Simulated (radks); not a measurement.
Results of a calculation; reference values are marked as such.
Ionisation of the rubidium ion Rb29+, [He] 2s2 2p4, to Rb30+, [He] 2s2 2p3, under several functionals. Scalar-relativistic Kohn-Sham, spin-polarised, spherical densities, finite nucleus; open shells are filled with parallel spins first (spin-orbit coupling, left out, can overturn this in heavy ions); a radial shooting solver on a logarithmic mesh with Libxc functionals.

functional                                        E(Rb29+) (hartree)  Exc (hartree)  IE (eV)  -e(HOMO) (eV)  <r> HOMO (bohr)  IE error (eV)
TASK exchange with Perdew-Wang LDA correlation           -2230.38244      -49.92960   3433.0         3370.7           0.1483          -10.0
RPBE                                                     -2231.08945      -50.78470   3440.8         3370.4           0.1481           -2.2
exchange-only r2SCAN                                     -2230.69661      -50.30568   3435.9         3368.9           0.1482           -7.1
LDA (Slater exchange, Perdew-Zunger correlation)         -2227.19502      -46.85380   3440.0         3369.2           0.1481           -3.0
OLYP                                                     -2231.14164      -50.84943   3440.1         3371.3           0.1481           -2.9

NIST Atomic Spectra Database: 3443 eV (semi-empirical). Closest: RPBE. The Delta-SCF values span 7.83 eV, the total energies 3.95 hartree. The highest occupied level is 2p. Open shells are spherical and high-spin; term and fine-structure splittings are not resolved.
